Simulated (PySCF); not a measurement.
# Spinor energies of As²⁺ (arsenic, charge +2)

Start: [Ar] 3d10 4s1 4p2; 4s1/2 filled at m_j = +1/2; 4p3/2 filled at m_j = +1/2, +3/2. Calculated with PySCF 2.14 in x2c-TZVPall-2c (6s7p4d1f, 54 functions): generalised Hartree-Fock with the X2C-1e Hamiltonian and a Gaussian nucleus; one run each with spin-orbit coupling (SO) switched off, then screened by Boettger's factors. This is a chosen level, not necessarily the ground level.

| spinor shell | electrons | ε, spin-free (eV) | ε, screened SO (eV) | weight of nominal j (screened SO) | rms radius, screened SO (bohr) |
| --- | --- | --- | --- | --- | --- |
| 1s1/2 | 2 | -11967.9 | -11967.6 | 1.000 | 0.0524 |
| 2s1/2 | 2 | -1595.2 | -1595.1 | 1.000 | 0.219 |
| 2p1/2 | 2 | -1396.7 | -1421.8 | 1.000 | 0.194 |
| 3s1/2 | 2 | -247.97 | -248.00 | 1.000 | 0.639 |
| 3p1/2 | 2 | -184.39 | -188.02 | 0.996 | 0.659 |
| 3p3/2 | 4 | -184.39 | -182.70 | 0.998 | 0.669 |
| 3d3/2 | 4 | -79.187 | -79.714 | 0.947 | 0.744 |
| 3d5/2 | 6 | -79.187 | -78.891 | 0.965 | 0.745 |
| 4s1/2 | 1 | -42.529 | -42.534 | 0.999 | 1.95 |
| 4p3/2 | 2 | -29.439 | -29.385 | 0.812 | 2.27 |

Question: Where does 2p3/2 lie, and what is the 2p spin-orbit splitting (screened SO)?

Answer: At -1384.7 eV, 37.115 eV above 2p1/2.

| quantity | spin-free | screened SO |
| --- | --- | --- |
| E (hartree) | -2257.71437 | -2257.80452 |
| M_J | 5/2 | 5/2 |
| ⟨J²⟩ | 8.755 | 8.754 |
| ⟨L²⟩ | 2.003 | 2.014 |
| ⟨S²⟩ | 3.751 | 3.747 |

Each row is a mean over spinors that exchange with the open shell spreads, by up to 1.124 eV (3s1/2).

Rows whose weight is well below 1 are mixtures of j = l ± 1/2: exchange outweighs spin-orbit coupling there, and the label is only the starting occupation.

Without spin-orbit coupling the j labels of p, d and f shells carry no meaning; the spin-free column gives the mean over the occupied spinors of each nl shell.
